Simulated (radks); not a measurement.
Task: The mean radii <r> (bohr) of the occupied orbitals of an atom or ion are listed with their occupations. All-electron calculation, non-relativistic Kohn-Sham, LDA (Slater exchange, Perdew-Wang correlation), spin-unpolarised, spherical densities, point nucleus. Program: a radial shooting solver on a logarithmic mesh with Libxc functionals.

orbital  occ.      <r>
1s          2  0.05098
2s          2   0.2154
2p          2   0.1838

Name the element and its charge.

Result: Z = 30, zinc, charge +24: Zn24+ in [He] 2s2 2p2. The 1s radius gives Z: for a bare nucleus <r> = 1.5/Z, 0.05 bohr for Z = 30, and screening makes it slightly larger (0.05098 here). The occupations add up to 6, and the charge is Z minus that.
